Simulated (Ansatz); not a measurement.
A structure relaxed at PBE-D4/def2-SVP in Ansatz, charge 0, singlet:

| atom | x (Å) | y (Å) | z (Å) |
| --- | --- | --- | --- |
| Te1 | 0.271 | 0.772 | -1.753 |
| Te2 | -1.652 | 0.963 | 0.293 |
| Te3 | -0.510 | -1.456 | 1.167 |
| Te4 | 1.892 | -0.279 | 0.293 |

Q: Give its formula and point group.

A: Te4. Point group D2d (tolerance 0.1 Å).

Q: Summarise the bond lengths by kind (pairs closer than 1.2 times the sum of covalent radii, bridged metal pairs left out).

A: 4 × Te–Te 2.81 Å.

In the def2 sets Te takes a core potential; there is no spin–orbit coupling. The structure comes from a short search, and lower isomers may exist.
